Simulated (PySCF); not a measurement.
Molecule: SMILES CC(C)(C)C(=O)Cl, C5H9ClO.

Atoms are numbered as in `[CH3:1][C:2]([CH3:3])([CH3:4])[C:5](=[O:6])[Cl:7]`. Hydrogens are named by the atom that carries them.

Geometry PBE0-D3(BJ)/def2-SVP throughout; GIAO in PySCF 2.14, gas phase, one conformer, non-relativistic; equivalent atoms averaged; basis pcSseg-1.

For orientation, PBE0 gives these shifts δ (against TMS, H2O, HCl at the same level): C5 189.6, C2 49.6, C1/C3/C4 28.8, O6 586.0, Cl7 410.3, H(C1)/H(C3)/H(C4) 1.23 ppm.

A run gave: C5 186.4, C2 41.5, C1/C3/C4 25.8, O6 601.6, Cl7 321.7, H(C1)/H(C3)/H(C4) 1.19 ppm (shifts δ (against TMS, H2O, HCl at the same level)).

**Question.** Which functional was used in that run?
A. LC-wPBE
B. OPBE
C. HF
D. BLYP
E. B97-2

**Answer.** C. Cl7 tells them apart best: HF gives 321.7, BLYP gives 446.1, OPBE gives 416.8, LC-wPBE gives 399.1, B97-2 gives 402.6 ppm.
